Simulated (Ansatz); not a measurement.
A nudged elastic band was laid between two geometries of AlBrCl3H (6 atoms, charge 0, multiplicity 1).

Theory: Ansatz 0.2.0, RKS PBE-D4/def2-SVP.

```
movable images  : 5
climbing image  : yes
spring          : 5.0 eV/Å²
optimiser       : quadratic models (default)
start path      : through a guess of the saddle point
force threshold : 0.05 eV/Å
iteration limit : 60
end points      : relaxed
```

First end point:

```xyz
6
Properties=species:S:1:pos:R:3
Al -0.092 0.443 -0.521
Br 1.830 -0.852 -0.588
Cl -1.651 -0.112 -1.822
Cl 0.147 2.458 0.037
H 0.467 -1.240 1.257
Cl -0.699 -0.697 1.637
```

Last end point:

```xyz
6
Properties=species:S:1:pos:R:3
Al -0.500 0.491 -0.196
Br 1.753 -0.972 -0.352
Cl -1.558 -0.108 -1.914
Cl 0.239 2.458 -0.055
H 1.051 -1.366 0.871
Cl -0.986 -0.503 1.646
```

Q: What changes between the two ends?

A: Bonds broken: H5–Cl6. Bonds formed: Br2–H5.

Q: Give the energies along the band, and the barrier.

A: It converged. The highest image is number 3 of 0 to 6, 5.9 kJ/mol above the first end and 4.3 kJ/mol above the last; the last end lies 1.6 kJ/mol above the first. A vibrational analysis at the climbing image gives one clearly imaginary mode, 222i cm⁻¹: a first-order saddle point. The orbitals stay closed-shell, which can raise the energy where a bond breaks towards radicals; this wasn't checked here.

```
image  path coordinate (Å)  energy (kJ/mol)  H5–Cl6 (Å)  Br2–H5 (Å)
    0                 0.00              0.0        1.34        2.33
    1                 0.20              0.8        1.38        2.09
    2                 0.40              3.7        1.48        1.86
    3                 0.61              5.9        1.66        1.67
    4                 0.80              4.1        1.88        1.55
    5                 1.00              2.2        2.11        1.49
    6                 1.20              1.6        2.34        1.46
```

Q: What is the geometry of the highest image?

A: 
```xyz
6
Properties=species:S:1:pos:R:3:forces:R:3
Al -0.299 0.440 -0.317 -0.01 0.01 -0.01
Br 1.746 -0.960 -0.365 0.00 0.00 0.01
Cl -1.602 -0.124 -1.867 -0.01 0.00 0.00
Cl 0.196 2.456 0.012 0.00 0.00 0.00
H 0.693 -1.150 0.918 0.01 0.00 0.00
Cl -0.734 -0.661 1.619 0.00 0.00 0.00
```

Q: What are the harmonic wavenumbers there?

A: 222i, 79, 114, 128, 142, 240, 321, 495, 571, 619, 764, 1150 cm⁻¹.

Run time: 89 s on 2 threads of Intel(R) Xeon(R) Platinum 8488C (Sapphire Rapids) (shared host), peak memory 0.18 GiB.
